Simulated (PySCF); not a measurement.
C3H7NSi, SMILES NC=C=C[SiH3].

The structure is a stationary point at r2SCAN-D4/def2-SVP. The structure was generated by enumeration; whether it is a known compound was not checked. Other conformers were not sampled.

Two levels are set side by side: PBE/def2-TZVP (PySCF) and HF/def2-TZVP (PySCF). Same geometry, gas phase. Differences are taken from unrounded values.

```tsv
quantity	HF
orbital gap (eV)	11.68
highest occupied level (eV)	-8.62
lowest empty level (eV)	3.06
dipole moment (D)	2.09
mean polarisability (bohr³)	74.0
```

Task: What does PBE give, and how far is it from HF? (The exact figures need the calculation; the answer reports its results.)

Result: 
```
quantity                       PBE  PBE minus HF
---------------------------  -----  ------------
orbital gap (eV)              3.48         -8.21
highest occupied level (eV)  -4.84          3.78
lowest empty level (eV)      -1.37         -4.43
dipole moment (D)             2.17          0.08
mean polarisability (bohr³)   80.9           6.9
```

Without exact exchange PBE keeps part of each electron's self-repulsion, which lifts occupied levels and narrows the gap. PBE's more diffuse valence density responds more strongly to a field. Differences between two approximate levels are no errors against the true value.

Rough cost on one machine, each run with all the roots and properties that it gave: HF against PBE about 1/3.
